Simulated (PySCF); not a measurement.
B(vinyl)(OMe)(NH2) (C₃H₈BNO), SMILES O(C)B(C=C)N.

Geometry: PBE0-D3(BJ)/def2-SVP. One conformer was computed; it need not be the lowest.

Two levels are set side by side: TDA-PBE/def2-SVPD (PySCF) and TDA-CAM-B3LYP/def2-SVPD (PySCF). Vertical, same geometry. The lowest singlet is HOMO−1→LUMO 91 % with PBE and HOMO→LUMO+1 52 %, HOMO−1→LUMO+1 35 % with the other functional; states are paired by order. Differences are taken from unrounded values.

```json
[
 {"quantity": "lowest singlet excitation (eV)", "TDA-CAM-B3LYP": "6.86", "TDA-PBE": "5.46", "TDA-PBE minus TDA-CAM-B3LYP": "-1.39"},
 {"quantity": "lowest triplet excitation (TDA) (eV)", "TDA-CAM-B3LYP": "4.00", "TDA-PBE": "4.06", "TDA-PBE minus TDA-CAM-B3LYP": "0.06"},
 {"quantity": "first bright state (f over 0.05) (eV)", "TDA-CAM-B3LYP": "7.14", "TDA-PBE": "6.47", "TDA-PBE minus TDA-CAM-B3LYP": "-0.67"},
 {"quantity": "its oscillator strength", "TDA-CAM-B3LYP": "0.48", "TDA-PBE": "0.41", "TDA-PBE minus TDA-CAM-B3LYP": "-0.07"}
]
```

Functionals without exact exchange tend to place singlet excitations lower, as here. Differences between two approximate levels are no errors against the true value.

Rough cost on one machine, each run with all the roots and properties that it gave: TDA-CAM-B3LYP against TDA-PBE about 4 times.
